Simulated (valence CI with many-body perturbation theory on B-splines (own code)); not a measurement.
Sm⁴⁸⁺: what the settings do

Calculated by relativistic CI+MBPT: four valence electrons over a frozen Dirac-Fock core [Ne], a basis of 6 s, 6 p, 5 d, 3 f, 1 g functions for each j, with the one-electron correlation potential Σ1 (screened to all orders), the two-electron term Σ2, the three-electron term Σ3, Breit, model QED; selected single and double excitations, second order for the rest, scaled by the run's own slope (own B-spline code, finite nucleus).

The last digits are not significant, and no measured levels were compared; by estimate large intervals hold to a few tenths of a per cent, small ones and those within an open d or f shell to about a per cent.

The reference run has the lowest level (3s^2 3p1/2^2) J=0 and an ionisation energy of 4228.33 eV. Its largest variational space holds 10000 state functions.

Levels are named by their leading jj configuration (3d3/2^4 stands for four electrons in 3d with j = 3/2), which in mixed levels can hold well under half, so a name can repeat and another be missing. Letters in brackets count levels of one name in rising energy.

| Level | Reference (cm⁻¹) | Shift (cm⁻¹) |
| --- | --- | --- |
| (3s^2 3p1/2 3p3/2) J=1 | 1180290 | +16605 |
| (3s^2 3p1/2 3p3/2) J=2 | 1241900 | +19138 |
| (3s 3p1/2^2 3p3/2) J=2 | 2204010 | +2365 |
| (3s 3p1/2^2 3p3/2) J=1 | 2391650 | +3490 |
| (3s^2 3p3/2^2) J=2 | 2467060 | +34335 |
| (3s^2 3p1/2 3d3/2) J=2 | 2599330 | +24281 |
| (3s^2 3p3/2^2) J=0 | 2600010 | +32193 |
| (3s^2 3p1/2 3d3/2) J=1 | 2865770 | +20349 |
| (3s^2 3p1/2 3d5/2) J=2 | 2985980 | +29880 |
| (3s^2 3p1/2 3d5/2) J=3 | 2997630 | +34732 |
| (3s 3p1/2 3p3/2^2) J=2 [a] | 3369810 | +18671 |
| (3s 3p1/2 3p3/2^2) J=3 | 3468170 | +23041 |

The ionisation energy moves by +5.13 eV.

(1) Which of these changes was made?
A. correlating orbitals by l 3 3 3 2 1 → 2 1 3 1 0; Breit term on → off
B. box radius (bohr) 1.7202 → 4.44
C. box radius (bohr) 1.7202 → 2.22

## Answers

(1) A. correlating orbitals by l 3 3 3 2 1 → 2 1 3 1 0; Breit term on → off.
